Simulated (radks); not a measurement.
All-electron atom: Ni II in [Ar] 3d8 4p1 (not the ground configuration). Method: Dirac Kohn-Sham, PBEsol, spin-unpolarised, spherical densities, point nucleus; open shells are shared between the two j in proportion to 2j + 1; computed with a radial shooting solver on a logarithmic mesh with Libxc functionals.

Unscreened Slater integrals over Kohn-Sham orbitals (hartree). Large and small components are both included.

\begin{tabular}{lr}
integral & value \\ \hline
F0(4p3/2,4p3/2) & 0.28115 \\
F2(4p3/2,4p3/2) & 0.14656 \\
F0(4p3/2,4p1/2) & 0.28265 \\
G2(4p3/2,4p1/2) & 0.14724 \\
F0(4p3/2,3d5/2) & 0.36478 \\
F2(4p3/2,3d5/2) & 0.073971 \\
G1(4p3/2,3d5/2) & 0.033224 \\
G3(4p3/2,3d5/2) & 0.026462 \\
F0(4p3/2,3d3/2) & 0.36497 \\
F2(4p3/2,3d3/2) & 0.073486 \\
G1(4p3/2,3d3/2) & 0.032687 \\
G3(4p3/2,3d3/2) & 0.026115 \\
F0(4p1/2,4p1/2) & 0.28418 \\
F0(4p1/2,3d5/2) & 0.36852 \\
G3(4p1/2,3d5/2) & 0.027341 \\
F0(4p1/2,3d3/2) & 0.36872 \\
G1(4p1/2,3d3/2) & 0.033995 \\
F0(3d5/2,3d5/2) & 0.95173 \\
F2(3d5/2,3d5/2) & 0.43127 \\
F4(3d5/2,3d5/2) & 0.26662 \\
F0(3d5/2,3d3/2) & 0.95470 \\
F2(3d5/2,3d3/2) & 0.43268 \\
G2(3d5/2,3d3/2) & 0.43228 \\
G4(3d5/2,3d3/2) & 0.26727 \\
F0(3d3/2,3d3/2) & 0.95769 \\
F2(3d3/2,3d3/2) & 0.43411 \\
\end{tabular}
